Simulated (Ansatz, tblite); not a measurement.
Cost and result up the ladder for Na2Sb (the lowest doublet isomer of a short search) (3 atoms). The state is a doublet with charge 0. Geometry: PBE0-D4/def2-TZVP.

Cartesian coordinates in Å:
```
Na 0.432 1.008 1.875
Na 0.320 -1.820 -1.141
Sb -0.752 0.812 -0.734
```

Ansatz on 4 threads of Arm Neoverse V1 on a shared host; xTB runs through tblite on one thread. Times are rough, summed over both states, and most runs start from the orbitals of an earlier one. PBE0-D4/def2-TZVP serves as the yardstick here, not as an exact answer. The other state is a triplet.

In the def2 sets Sb takes a core potential; there is no spin–orbit coupling. The xTB rows come from tblite. The structure comes from a short search, and lower isomers may exist.

Raw xTB energies of ions are shifted by several eV, and xTB has no spin-polarisation term.

```tsv
level	functions	wall time	vertical IE (eV)	difference from PBE0-D4/def2-TZVP (eV)
GFN2-xTB	17	0.004 s	9.28	3.80
GFN1-xTB	17	0.005 s	9.58	4.10
PBE-D4/def2-TZVP	114	5.4 s	5.66	0.18
PBE0-D4/def2-TZVP (with forces)	114	10 s	5.48	0.00
r2SCAN-D4/def2-TZVP	114	14 s	5.40	-0.08
```
